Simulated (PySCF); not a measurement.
# Finite-field polarisability of P (phosphorus, neutral)

[Ne] 3s2 3p3, high-spin 4S determinant. All numbers are calculated (PySCF 2.14, the non-relativistic Hamiltonian (point nucleus), in aug-cc-pV(T+d)Z with one added diffuse shell each of s, p, d, f type (7s6p5d3f, 71 functions)). Frozen: [Ne]. Energy changes in a uniform field (μhartree):

```csv
axis,F (au),HF,MP2,CCSD,CCSD(T)
x,0.0028,-99.896,-98.573,-98.241,-98.491
x,0.0056,-399.902,-394.635,-393.297,-394.304
```

**Question.** Derive α along x at CCSD(T) from the two fields.

**Answer.** With ΔE = −αF²/2 − γF⁴/24, α = −(16 ΔE(F) − ΔE(2F))/(6F²) = 25.12 bohr³.

**Question.** And the mean polarisability at each level?

**Answer.** HF 25.48, MP2 25.14, CCSD 25.05, CCSD(T) 25.12 bohr³. Reference: 25 ± 1 bohr³ (recommended; Schwerdtfeger and Nagle, table of static dipole polarizabilities (2023 update)).

The same two fields give the second hyperpolarisability, to two digits from the fit; its basis error is larger: HF 10000, MP2 11000, CCSD 11000, CCSD(T) 11000 au.
